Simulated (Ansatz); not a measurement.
A series at Si: from `[SiH3][SiH]([SiH3])[SiH3]`, ligands are replaced one by one, each step taking up H₂ and setting free SiH₄; n counts the steps. Ansatz, PBE0-D4/def2-TZVP geometries.

CBS adds triple-zeta CCSD(T) − MP2 to the MP2 limit, frozen cores; atoms without spin–orbit coupling. 

```csv
n,molecule,"atomization energy, CCSD(T)/CBS (kJ/mol)"
0,`[SiH3][SiH]([SiH3])[SiH3]`,4032.7
1,`[SiH3][SiH2][SiH3]`,?
2,`[SiH3][SiH3]`,2246.2
3,SiH₄,1362.7
```

Q: By hand: fit a straight line y = ȳ + b (n − n̄) to the 3 given rows and predict n = 1.

A: n̄ = 1.667, ȳ = 2547.20; Σ(n − n̄)(y − ȳ) = -4155.50, Σ(n − n̄)² = 4.667, so b = -890.40 kJ/mol a step. Prediction: 2547.20 + (-890.40) × (-0.667) = 3141.1 kJ/mol.

Q: By hand: compare with the computed value, 3136.2 kJ/mol, and give the steps along the whole series.

A: The line misses by -4.9 kJ/mol (computed minus predicted). Steps: -896.5, -890.0, -883.5 kJ/mol.

The steps differ by up to 13.0 kJ/mol, small against a whole step but well beyond the method's doubt, so the ligands' effects don't simply add. The miss is 0.2 % of the series' range. The energies themselves are unsure by some kJ/mol a bond, though much of that is common to the series.
